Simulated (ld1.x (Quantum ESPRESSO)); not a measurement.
# What one change does to a pseudopotential (Al (Z = 13), ultrasoft)

| Item | Value |
| --- | --- |
| Element | Al |
| Generator | ld1.x (Quantum ESPRESSO) 7.5 |
| Type | ultrasoft |
| Functional | PBE |
| Relativity | non-relativistic |
| Frozen core | [Ne] |
| Valence charge | 3 |
| Reference configuration | 3s2 3p0 (charge +1) |
| Partial waves | 3s (bound): rcut 1.65, rcutus 1.75 bohr; 3s channel at -0.1 Ry: rcut 1.65, rcutus 1.75 bohr; 3p (bound, empty): rcut 1.65, rcutus 2.15 bohr; 3p channel at 0.65 Ry: rcut 1.65, rcutus 2.15 bohr |
| Local potential | all-electron potential smoothed inside 1.70 bohr (lloc = -1) |
| Core correction | Bessel-smoothed model core, default radius (core density twice the valence density) |
| Augmentation charge | PSQ, inside the norm-conserving radii |

All-electron outer shells of the reference configuration (PBE, non-relativistic, ld1.x):

```csv
shell,level (eV),outermost node (bohr),outermost maximum (bohr)
3s,-14.78,0.80,2.01
3p,-9.07,0.81,2.39
```

Change: waves 3s (bound): rcut 1.65, rcutus 2.34 bohr; 3s channel at -0.1 Ry: rcut 1.65, rcutus 2.34 bohr.

Cutoffs: the cutoffs (Ry, on a coarse ladder) from which the occupation-weighted sum of valence levels, in a spherical-Bessel basis at the reference potential, stays within 10 and 1 mRy of its value at 400 Ry; they do not see the model core or the augmentation charge, which bear on the density cutoff. Errors are all-electron minus pseudo energies relative to the spin-unpolarised reference configuration.

Problem. Predict the effect on cutoff, ghosts and configuration errors.

Solution. The potential gets softer (10 Ry and 15 Ry → 6 Ry and 6 Ry); of the 7 tests that both files solve, the error grows in 0 and shrinks in 3 by more than 15 % and 0.3 meV (median size 0.6 → 0.4 meV); neither file shows a bound ghost. A larger radius leaves more room for a smooth pseudo-wave, so fewer plane waves are needed. That the errors move this way runs against the usual rule that smaller radii transfer better.

| quantity | base | changed |
| --- | --- | --- |
| cutoff, loose | 10 Ry | 6 Ry |
| cutoff, tight | 15 Ry | 6 Ry |
| bound ghosts | none | none |
| error for 3s2 3p1, meV [ΔE -5.77 eV] | +0.4 | +0.3 |
| error for 3s1 3p0, meV [ΔE 19.19 eV] | -5.7 | -2.8 |
| error for 3s2 3p0.5, meV [ΔE -3.68 eV] | +0.2 | +0.1 |
| error for 3s0 3p3, meV [ΔE 4.61 eV] | -3.9 | -0.4 |
| error for 3s1 3p1, meV [ΔE 5.77 eV] | -1.8 | -0.5 |
| error for 3s1 3p2, meV [ΔE -0.66 eV] | -0.2 | +0.5 |
| error for 3s2 3p1.3, meV [ΔE -6.35 eV] | +0.6 | +0.4 |
| lowest overlap eigenvalue by channel | s 0.51, p 0.77 | s 0.44, p 0.77 |
